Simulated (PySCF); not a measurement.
Gas-phase reaction: 4 InCH3 + 4 H2 ⇌ 4 InH3 + C4H8 (cyclic)

Computed with PySCF (xtb for GFN2) and rigid-rotor harmonic-oscillator thermochemistry at 1 bar. † marks an energy on the PBE0/def2-TZVP geometry and frequencies; other levels use their own. MP2 and CCSD(T) freeze the core. All species are closed-shell singlets. In: scalar-relativistic def2 core potential, no spin-orbit coupling. InCH3, InH3: computed as isolated molecules; such fragments, hydroxides, amides, oligomers or adducts are transient or little studied in the gas. MP2 isn't extrapolated to the basis-set limit; its ΔH°(298 K) is 101.9 kJ in def2-SVP and 229.7 kJ in def2-TZVPP. CCSD(T) isn't extrapolated to the basis-set limit. The harmonic model lacks anharmonicity and excited electronic states, which grow with temperature; levels with a mode under 35 cm⁻¹ are left out.

```json
[
 {"level": "CCSD(T)/def2-SVP†", "ΔE electronic, kJ": "135", "ΔH°(298 K), kJ": "121", "ΔS°(298 K), J/K": "-380", "ΔG°(600 K), kJ": "355"},
 {"level": "GFN2-xTB", "ΔE electronic, kJ": "60", "ΔH°(298 K), kJ": "48", "ΔS°(298 K), J/K": "-388", "ΔG°(600 K), kJ": "286"},
 {"level": "MP2/def2-SVP†", "ΔE electronic, kJ": "116", "ΔH°(298 K), kJ": "102", "ΔS°(298 K), J/K": "-380", "ΔG°(600 K), kJ": "335"},
 {"level": "MP2/def2-TZVPP†", "ΔE electronic, kJ": "244", "ΔH°(298 K), kJ": "230", "ΔS°(298 K), J/K": "-380", "ΔG°(600 K), kJ": "463"},
 {"level": "PBE/def2-TZVP†", "ΔE electronic, kJ": "218", "ΔH°(298 K), kJ": "204", "ΔS°(298 K), J/K": "-380", "ΔG°(600 K), kJ": "438"},
 {"level": "PBE0/def2-TZVP", "ΔE electronic, kJ": "158", "ΔH°(298 K), kJ": "144", "ΔS°(298 K), J/K": "-380", "ΔG°(600 K), kJ": "377"},
 {"level": "r2SCAN/def2-TZVP†", "ΔE electronic, kJ": "170", "ΔH°(298 K), kJ": "156", "ΔS°(298 K), J/K": "-380", "ΔG°(600 K), kJ": "389"},
 {"level": "LDA/def2-TZVP†", "ΔE electronic, kJ": "56", "ΔH°(298 K), kJ": "42", "ΔS°(298 K), J/K": "-380", "ΔG°(600 K), kJ": "275"},
 {"level": "ωB97X-V/def2-TZVP†", "ΔE electronic, kJ": "97", "ΔH°(298 K), kJ": "83", "ΔS°(298 K), J/K": "-380", "ΔG°(600 K), kJ": "317"}
]
```
ΔH° is lowest at LDA/def2-TZVP† and highest at MP2/def2-TZVPP†. No reference value is set beside these.
